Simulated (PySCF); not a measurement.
Ligands exchanged one at a time, B Br-I. Gas-phase values, no solvent. Strings in code marks are SMILES.

Quantity: vertical ionisation energy (energy after one electron is removed minus that of the parent at the parent's geometry), in eV.

Level 1: B3LYP/6-31G* (LANL2DZ on I) // B3LYP-D3(BJ)/def2-TZVP (PySCF)
Level 2: PBE/6-31G* (LANL2DZ on I) // B3LYP-D3(BJ)/def2-TZVP (PySCF)
Level 3: minus the HOMO energy of B3LYP-D3(BJ)/def2-TZVP (PySCF)
Level 4: minus the HOMO energy of PBE-D3(BJ)/def2-TZVP // B3LYP-D3(BJ)/def2-TZVP (PySCF)

```
species     level 1  level 2  level 3  level 4
----------  -------  -------  -------  -------
`BrB(Br)I`     9.79     9.46     7.53     6.62
```
